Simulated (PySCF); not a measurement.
## Partial charges of `CC[C@@H]1C=C[C@@H](F)[SiH2]1`

Species: C₆H₁₁FSi.
Cartesian coordinates in Å at the GFN2-xTB level; atoms count from 1:
```
atom  x, y, z in Å
C1     2.5766   -0.5709   -0.0355
C2     1.4458    0.4358   -0.2193
C3     0.2397    0.1631    0.6930
C4    -0.4439   -1.1304    0.3450
C5    -1.6763   -1.1126   -0.1344
C6    -2.3556    0.2122   -0.3043
F7    -3.6075    0.1952    0.3106
Si8   -1.1504    1.4715    0.5148
H9     2.2676   -1.5668   -0.3427
H10    2.8868   -0.6104    1.0071
H11    3.4371   -0.2841   -0.6364
H12    1.8251    1.4366   -0.0003
H13    1.1173    0.4266   -1.2611
H14    0.6190    0.0913    1.7180
H15    0.0965   -2.0550    0.4868
H16   -2.2287   -2.0040   -0.3920
H17   -2.5725    0.4035   -1.3630
H18   -0.8062    2.5635   -0.3969
H19   -1.6801    1.9442    1.7907
```

Density: PBE0/pcSseg-1 (PySCF); schemes: Mulliken, IAO, Hirshfeld and ESP-fitted. The structure is a single GFN2-xTB conformer in the gas phase; no vibrational or solvent corrections.

Q: At which atom do the 4 schemes differ most?

A: At C3: from -0.543 (Mulliken) to +0.053 e (ESP-fitted), 0.596 e apart.

Q: For which atoms does the sign change between the 4 schemes (beyond +0.03 e in one, beyond −0.03 e in another)?

A: C2, C3 and C6.

Q: Tabulate the Mulliken, IAO, Hirshfeld and ESP-fitted charges.

A: In e:

```
atom                  environment  Mulliken     IAO  Hirshfeld  ESP-fitted
  C1                methyl carbon    -0.258  -0.418     -0.117      -0.347
  C2             chain CH2 carbon    -0.223  -0.238     -0.067      +0.094
  C3  sp3 carbon bound to silicon    -0.543  -0.379     -0.110      +0.053
  C4             alkene CH carbon    -0.090  -0.137     -0.036      -0.253
  C5             alkene CH carbon    -0.140  -0.174     -0.063      -0.272
  C6               sp3 C–F carbon    -0.039  -0.092     -0.030      +0.276
  F7               alkyl fluorine    -0.346  -0.336     -0.138      -0.284
 Si8                 SiH2 silicon    +0.715  +0.732     +0.344      +0.227
  H9              methyl hydrogen    +0.114  +0.136     +0.038      +0.090
 H10              methyl hydrogen    +0.108  +0.136     +0.039      +0.084
 H11              methyl hydrogen    +0.118  +0.143     +0.042      +0.092
 H12           methylene hydrogen    +0.124  +0.130     +0.036      +0.004
 H13           methylene hydrogen    +0.120  +0.130     +0.033      +0.008
 H14             methine hydrogen    +0.147  +0.141     +0.035      +0.034
 H15             vinylic hydrogen    +0.105  +0.148     +0.048      +0.154
 H16             vinylic hydrogen    +0.103  +0.155     +0.048      +0.160
 H17             methine hydrogen    +0.131  +0.145     +0.037      +0.028
 H18                Si–H hydrogen    -0.084  -0.119     -0.073      -0.094
 H19                Si–H hydrogen    -0.062  -0.103     -0.067      -0.053
```

Mean size of the charges over all atoms: IAO 0.210 e, Mulliken 0.188 e, ESP-fitted 0.137 e, Hirshfeld 0.074 e. Each set sums to the total charge, 0, to within 0.001 e. The IAO scheme projects the occupied orbitals on a minimal set of polarised atomic orbitals and counts the electrons in each atom's part of it.

Q: How closely do the schemes follow one another over all atoms?

A: Correlation coefficient and root-mean-square difference: Mulliken with IAO 0.97, 0.060 e; IAO with Hirshfeld 0.97, 0.163 e; Mulliken with Hirshfeld 0.95, 0.159 e; IAO with ESP-fitted 0.62, 0.203 e; Hirshfeld with ESP-fitted 0.61, 0.137 e; Mulliken with ESP-fitted 0.53, 0.218 e.

Q: How many electrons does the ESP-fitted scheme count on C1?

A: Z − q = 6 − (-0.347) = 6.347.

Q: Sum the charges by element, for elements with more than one atom.

A: 
```
element  atoms  Mulliken     IAO  Hirshfeld  ESP-fitted
      C      6    -1.292  -1.438     -0.423      -0.448
      H     11    +0.923  +1.042     +0.217      +0.506
```

These values come from a run that also computed NMR shieldings. Hardware: AMD EPYC, one thread, no GPU (shared host). Cost: 1.8 min wall (grids of density and orbitals included), 0.82 GiB resident at most.
